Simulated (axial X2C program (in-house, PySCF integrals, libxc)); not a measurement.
**PrCl⁺: the levels of the configuration f3 s0 d(πδ)0**

Computed with an axial X2C code built on PySCF integrals: two-component X2C with atomic mean-field Coulomb and Gaunt terms, basis Pr dyall-v3z, Cl dyall-v3z (cores contracted in-house). Orbitals come from Hartree–Fock averaged over the configuration Pr f3 s0 d(πδ)0; CI then distributes these electrons over the f, s, d(πδ) shells of Pr.

R = 2.579 Å (near the minimum of the configuration average).

Active spinors (ω > 0):

```csv
shell,ω,ε (eV),character
f,1/2,3.24,97% Pr f
f,3/2,3.31,98% Pr f
f,5/2,3.36,100% Pr f
f,1/2,3.40,"96% Pr f, 3% Pr d"
f,3/2,3.45,98% Pr f
f,5/2,3.52,99% Pr f
f,7/2,3.56,100% Pr f
s,1/2,-4.64,"83% Pr s, 12% Pr p, 5% Pr d"
d(πδ),3/2,-2.80,98% Pr d
d(πδ),5/2,-2.76,99% Pr d
d(πδ),1/2,-1.68,"57% Pr d, 28% Pr p, 9% Pr f"
d(πδ),3/2,2.09,"90% Pr d, 9% Pr f"
```

Lowest levels of this model:

```json
{"Ω": "9/2", "energy (cm⁻¹)": "0", "g∥": "6.46", "configuration": "100% f3"}
{"Ω": "7/2", "energy (cm⁻¹)": "154", "g∥": "4.92", "configuration": "100% f3"}
{"Ω": "5/2", "energy (cm⁻¹)": "298", "g∥": "3.50", "configuration": "100% f3"}
{"Ω": "3/2", "energy (cm⁻¹)": "364", "g∥": "2.14", "configuration": "100% f3"}
{"Ω": "1/2", "energy (cm⁻¹)": "378", "g∥": "0.73", "configuration": "100% f3"}
{"Ω": "11/2", "energy (cm⁻¹)": "1297", "g∥": "10.53", "configuration": "100% f3"}
{"Ω": "9/2", "energy (cm⁻¹)": "1419", "g∥": "8.61", "configuration": "100% f3"}
{"Ω": "7/2", "energy (cm⁻¹)": "1533", "g∥": "6.77", "configuration": "100% f3"}
{"Ω": "5/2", "energy (cm⁻¹)": "1605", "g∥": "4.87", "configuration": "100% f3"}
{"Ω": "3/2", "energy (cm⁻¹)": "1645", "g∥": "2.91", "configuration": "100% f3"}
{"Ω": "1/2", "energy (cm⁻¹)": "1662", "g∥": "0.96", "configuration": "100% f3"}
{"Ω": "13/2", "energy (cm⁻¹)": "2714", "g∥": "14.35", "configuration": "100% f3"}
{"Ω": "11/2", "energy (cm⁻¹)": "2818", "g∥": "12.16", "configuration": "100% f3"}
{"Ω": "9/2", "energy (cm⁻¹)": "2928", "g∥": "10.03", "configuration": "100% f3"}
{"Ω": "7/2", "energy (cm⁻¹)": "3007", "g∥": "7.84", "configuration": "100% f3"}
{"Ω": "5/2", "energy (cm⁻¹)": "3054", "g∥": "5.60", "configuration": "100% f3"}
{"Ω": "3/2", "energy (cm⁻¹)": "3080", "g∥": "3.35", "configuration": "100% f3"}
{"Ω": "1/2", "energy (cm⁻¹)": "3090", "g∥": "1.11", "configuration": "100% f3"}
{"Ω": "15/2", "energy (cm⁻¹)": "4233", "g∥": "18.00", "configuration": "100% f3"}
{"Ω": "13/2", "energy (cm⁻¹)": "4315", "g∥": "15.64", "configuration": "100% f3"}
{"Ω": "11/2", "energy (cm⁻¹)": "4436", "g∥": "13.31", "configuration": "100% f3"}
{"Ω": "9/2", "energy (cm⁻¹)": "4534", "g∥": "10.92", "configuration": "100% f3"}
{"Ω": "7/2", "energy (cm⁻¹)": "4594", "g∥": "8.49", "configuration": "100% f3"}
{"Ω": "5/2", "energy (cm⁻¹)": "4622", "g∥": "6.04", "configuration": "100% f3"}
{"Ω": "3/2", "energy (cm⁻¹)": "4631", "g∥": "3.61", "configuration": "100% f3"}
{"Ω": "1/2", "energy (cm⁻¹)": "4632", "g∥": "1.20", "configuration": "100% f3"}
{"Ω": "11/2", "energy (cm⁻¹)": "15042", "g∥": "12.02", "configuration": "100% f3"}
```

g∥ is the magnitude of 2⟨Lz + ge Sz⟩ for the +Ω component.

Task: From Ω and g∥ of the lowest level, whose 2⟨Lz + ge Sz⟩ is positive, find ⟨Sz⟩ and ⟨Lz⟩ (ge = 2.0023).

Result: Ω = ⟨Lz⟩ + ⟨Sz⟩ = 9/2 and ⟨Lz⟩ + ge⟨Sz⟩ = 3.230, so ⟨Sz⟩ = -1.27 and ⟨Lz⟩ = 5.77.

Occupations of the active spinors in the lowest level by ω, shell by shell in order of energy: -7/2: 0.00; -5/2: 0.00 0.00 0.00; -3/2: 0.00 0.00 0.00 0.00; -1/2: 0.08 0.01 0.00 0.00; 1/2: 0.68 0.22 0.00 0.00; 3/2: 0.55 0.40 0.00 0.00; 5/2: 0.83 0.17 0.00; 7/2: 0.05. The leading determinant has weight 0.36 among 98.

This point took 2.2 s on 1 thread of Arm Neoverse N1, on a shared host.

Dynamic correlation is missing, so gaps between terms are too wide and other configurations may lie lower; the lowest level listed is that of this model, not necessarily the ground state. At most 4 roots were kept for each Ω > 0 (twice that for Ω = 0) within 2.2 eV of the lowest, so higher up levels can be missing between those listed; levels with Ω > 0 are doubly degenerate and listed once, Ω = 0 levels singly. Some active spinors are only partly of the character that their shell is named for, so the shell names and counts are nominal. States that fill the shells left empty in the average are placed too high.
